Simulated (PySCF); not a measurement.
Compound: C2H4ClGeN.
Structure used (PBE0-D3(BJ)/def2-SVP), in Å, numbered top down from 1:
```
atom  x, y, z in Å
N1    -0.9808    2.6001   -1.4257
C2    -0.7985    1.4598   -1.3384
C3    -0.5268    0.0435   -1.2270
Ge4    1.4061   -0.3415   -1.2920
Cl5    2.0658    0.2248   -3.2616
H6    -0.9328   -0.3470   -0.2799
H7    -1.0080   -0.5009   -2.0543
H8     1.6263   -1.8513   -1.1255
H9     2.1704    0.5018   -0.2667
```

Computed, not measured: PBE0-D3(BJ)/def2-SVP geometry optimisation, gas phase (PySCF).

Masses are those of the commonest isotopes; rigid-rotor values at the optimised geometry. The values belong to one conformer with, in the numbering `[N:1]#[C:2][CH2:3][GeH2:4][Cl:5]`, C2–C3–Ge4–Cl5 -65°.

Q: What are A, B and C (GHz)?

A: Ia = 136.72, Ib = 298.75, Ic = 398.46 u·Å²; 505379 MHz·u·Å²/I gives 3696, 1692 and 1268 MHz, that is A = 3.6964, B = 1.6916, C = 1.2683 GHz.

Q: What kind of rotor is it?

A: An asymmetric top: κ = (2 × 1692 − 3696 − 1268)/(3696 − 1268) = -0.65.

Q: What does the inertial defect say?

A: Not planar: Δ = Ic − Ia − Ib = -37.02 u·Å². For a rigid frame Δ = −2 Σ m c², so Σ m c² = 18.51 u·Å² lies off the ab plane: 6.91 from hydrogen and 11.60 from heavier atoms. The atom farthest from that plane is 1.81 Å away.

Q: Give the other two planar moments, Paa and Pbb, and the rms extents of the mass along the axes.

A: Paa = Σ m a² = (Ib + Ic − Ia)/2 = 280.24 and Pbb = Σ m b² = (Ia + Ic − Ib)/2 = 118.21 u·Å². With the mass M = 150.92 u, the rms extents √(P/M) along a, b and c are 1.36, 0.89, 0.35 Å.

Q: Which lines would a microwave search look for?

A: The dipole components are |μa| = 1.74 D, |μb| = 3.95 D, |μc| = 1.43 D. The squared components, which scale the intensities, stand as 0.19 : 1.00 : 0.13 (a : b : c). Some lines, for components of 0.1 D or more:

```json
{"type": "b", "branch": "Q", "J(Ka,Kc)": "1(1,0) ← 1(0,1)", "MHz": "2428", "lower level (cm⁻¹)": "0.099"}
{"type": "a", "branch": "R", "J(Ka,Kc)": "1(0,1) ← 0(0,0)", "MHz": "2960", "lower level (cm⁻¹)": "0.000"}
{"type": "b", "branch": "R", "J(Ka,Kc)": "1(1,1) ← 0(0,0)", "MHz": "4965", "lower level (cm⁻¹)": "0.000"}
{"type": "c", "branch": "R", "J(Ka,Kc)": "1(1,0) ← 0(0,0)", "MHz": "5388", "lower level (cm⁻¹)": "0.000"}
{"type": "c", "branch": "Q", "J(Ka,Kc)": "2(2,1) ← 2(1,1)", "MHz": "6014", "lower level (cm⁻¹)": "0.391"}
{"type": "b", "branch": "Q", "J(Ka,Kc)": "2(2,0) ← 2(1,1)", "MHz": "6074", "lower level (cm⁻¹)": "0.391"}
{"type": "b", "branch": "Q", "J(Ka,Kc)": "3(3,0) ← 3(2,1)", "MHz": "10829", "lower level (cm⁻¹)": "0.898"}
{"type": "b", "branch": "Q", "J(Ka,Kc)": "3(3,1) ← 3(2,2)", "MHz": "11117", "lower level (cm⁻¹)": "0.888"}
{"type": "b", "branch": "R", "J(Ka,Kc)": "2(2,1) ← 1(1,0)", "MHz": "12357", "lower level (cm⁻¹)": "0.180"}
{"type": "b", "branch": "R", "J(Ka,Kc)": "2(2,0) ← 1(1,1)", "MHz": "12841", "lower level (cm⁻¹)": "0.166"}
{"type": "b", "branch": "R", "J(Ka,Kc)": "3(2,1) ← 2(1,2)", "MHz": "16457", "lower level (cm⁻¹)": "0.349"}
{"type": "c", "branch": "R", "J(Ka,Kc)": "3(3,0) ← 2(2,0)", "MHz": "19942", "lower level (cm⁻¹)": "0.594"}
{"type": "c", "branch": "R", "J(Ka,Kc)": "3(3,1) ← 2(2,1)", "MHz": "19997", "lower level (cm⁻¹)": "0.592"}
```

Q: Estimate the classical rotational partition function at 10 K, 50 K and 500 K.

A: Point group C1, symmetry number σ = 1; q = (√π/σ)·√((kT/h)³/(ABC)), k/h = 20836.6 MHz/K: 1890 at 10 K, 21200 at 50 K, 669000 at 500 K.

No frequency check. These are rigid-rotor constants of the computed structure; measured ground-state constants (B0) also hold zero-point vibration. Quadrupole hyperfine structure (14N, 35Cl) is left out.

On one thread of an Arm Neoverse V1, no GPU, on a shared host, this took 32 s of wall time and 0.48 GiB of memory at its peak. This is the geometry optimisation.
